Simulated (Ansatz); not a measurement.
Consider the redistribution: `N[SiH](Cl)O[SiH3]` + `O=C[SiH2][SiH3]` → `O=C[SiH](Cl)O[SiH3]` + `N[SiH2][SiH3]`.

Computed with Ansatz on PBE0-D4/def2-TZVP structures; ΔE is electronic, products minus reactants. CCSD(T)/CBS is the MP2 limit (def2-TZVPP, def2-QZVPP) plus CCSD(T) − MP2 in def2-TZVPP, frozen cores. This one scheme is used for every species. Functionals use def2-TZVPP. B3LYP here is the variant with VWN-RPA as its local correlation; programs differ in this. HSE06 is defined as in plane-wave codes. Each species was taken in one conformer, which may not be the lowest.

(1) Is it downhill or uphill in electronic energy at CCSD(T)/CBS, and by how much? (An estimate is asked.)

(2) What do these levels give: PBE0-D4, B3LYP-D4, r2SCANh-D4, HSE06-D4, PBE-QIDH, r2SCANh? (An estimate is asked.)

Largest T1 diagnostic among the species: 0.016.

## Answers

(1) Ansatz gave: Uphill: ΔE = +0.29 eV.

(2) Computed: PBE0-D4 0.31, B3LYP-D4 0.29, r2SCANh-D4 0.33, HSE06-D4 0.31, PBE-QIDH 0.30, r2SCANh 0.33 eV.

Leaving LDA and LC-ωPBE aside and taking each functional with its dispersion term where it has one, the values, not all of them listed here, spread over 0.06 eV, from ωB97X-V to r2SCAN-D4. At CCSD(T), def2-SVP lies −0.04 eV from the extrapolated value and def2-TZVPP −0.01 eV.
